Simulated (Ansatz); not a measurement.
Reaction (cleavage of the Si–Si bond): `O[SiH2][SiH2][SnH3]` + `CO[SiH2]S` → `CO[SiH2]S[SiH2]O` + `[SiH3][SnH3]`

Isolated molecules relaxed with PBE0-D4/def2-TZVP in Ansatz; ΔE leaves out vibrations. CCSD(T)/CBS adds triple-zeta CCSD(T) − MP2 to the extrapolated MP2 energy (def2 sets, frozen cores). This one scheme is used for every species. DFT in def2-TZVPP. def2 core potentials past Kr. For Sn outer-core shells are correlated without core-valence functions, which leaves a few kJ/mol of doubt a bond. One conformer a species, not always the lowest.

`O[SiH2][SiH2][SnH3]`:

Z-matrix (Å, degrees):
```
Si
Si 1 2.344
O 1 1.652 2 109.8
H 1 1.492 2 107.7 3 -121.9
H 1 1.483 2 113.1 3 117.8
Sn 2 2.566 1 105.6 3 47.6
H 2 1.489 1 111.8 3 -70.2
H 2 1.489 1 112.4 3 167.1
H 3 0.960 1 117.2 2 -49.3
H 6 1.707 2 111.9 1 88.6
H 6 1.706 2 113.7 1 -147.5
H 6 1.719 2 107.9 1 -28.7
```

`CO[SiH2]S`:

Cartesian coordinates in Å:
```
C 0.987 0.152 1.348
O -0.133 -0.339 0.645
Si -0.614 0.281 -0.794
S -2.132 -0.939 -1.630
H 1.197 -0.530 2.173
H 1.875 0.207 0.707
H 0.793 1.148 1.761
H 0.569 0.370 -1.692
H -1.236 1.621 -0.640
H -1.307 -1.971 -1.879
```

`CO[SiH2]S[SiH2]O`:

Cartesian coordinates in Å:
```
C -2.083 0.025 0.392
O -1.090 0.579 -0.456
Si 0.163 1.471 0.146
S 1.458 0.272 1.333
Si 1.975 -1.086 -0.252
O 0.649 -1.776 -0.921
H -2.546 0.798 1.013
H -2.851 -0.425 -0.238
H -1.657 -0.745 1.043
H -0.339 2.552 1.029
H 0.852 1.985 -1.058
H 2.792 -2.159 0.352
H 2.750 -0.323 -1.264
H -0.073 -1.167 -1.118
```

`[SiH3][SnH3]`:

Cartesian coordinates in Å:
```
Si -0.743 -0.154 -1.074
Sn 0.703 0.146 1.017
H -0.123 0.546 -2.230
H -2.100 0.410 -0.845
H -0.874 -1.598 -1.403
H 2.261 -0.509 0.773
H 0.000 -0.642 2.359
H 0.876 1.800 1.403
```

| level | ΔE (kJ/mol) |
| --- | --- |
| PBE | -74.8 |
| PBE0 | -78.8 |
| CCSD(T)/def2-TZVPP | -88.0 |
| SCS-MP2/def2-QZVPP | -93.5 |

Q: What does CCSD(T)/CBS give? (An estimate is asked.)

A: Computed: -87.7 kJ/mol. The listed levels differ from it by 12.9, 8.9, -0.3, -5.8 kJ/mol.

Largest T1 diagnostic among the species: 0.013.

The D4 term adds −8.1 kJ/mol with B3LYP and −4.4 kJ/mol with PBE0; it sums over pairs of atoms, weighted by their polarisabilities, and B3LYP, whose exchange is more repulsive, gets the larger term. From PBE to PBE0 (25 % exact exchange), in def2-TZVPP and without D4, ΔE moves by −4.0 kJ/mol.

B3LYP here is the variant with VWN-RPA as its local correlation; programs differ in this.
